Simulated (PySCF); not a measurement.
## A small calculation by hand: chemical shift, span and skew from a shielding tensor

C3H7BO2, SMILES OB1CC(O)C1. Atoms are numbered in the order given.

```xyz
13

O      2.2405     0.9623     0.1623
B      1.0140     0.4277    -0.0053
C     -0.4332     1.0596     0.0947
C     -0.9028    -0.4133     0.3256
O     -2.0339    -0.8619    -0.3818
C      0.4209    -1.0340    -0.1917
H      2.9501     0.3085     0.1036
H     -0.7024     1.8230     0.8400
H     -0.7771     1.3894    -0.9025
H     -1.0081    -0.6061     1.4129
H     -2.7918    -0.3354    -0.0942
H      0.2906    -1.2644    -1.2647
H      0.8067    -1.9312     0.3157
```
Charge 0, spin multiplicity 1.

Geometry: B3LYP-D3(BJ)/def2-SVP. This is a generated structure with no PubChem entry under its InChIKey; it may be hypothetical. The values are those of a single conformer.

GIAO shieldings from PBE/pcSseg-1 run with PySCF, non-relativistic, no solvent. The symmetric part of the tensor of C3 has the principal values 125.9, 133.4, 171.5 ppm. The same nucleus in TMS has σ = 182.0 ppm at this level (PySCF, at its B3LYP-D3(BJ)/def2-TZVP geometry).

**Question.** Work out the isotropic shielding, the ¹³C shift against TMS, the span and the skew.

**Answer.** 
σ(iso) = (σ11 + σ22 + σ33)/3 = 143.6 ppm. δ = σ(ref) − σ(iso) = 182.0 − (143.6) = 38.4 ppm.
Span Ω = σ33 − σ11 = 45.6 ppm. Skew κ = 3(σ(iso) − σ22)/Ω = 0.67. Tumbling in solution averages the tensor to δ; in a static solid the shielding alone would spread this spin-1/2 line over Ω.
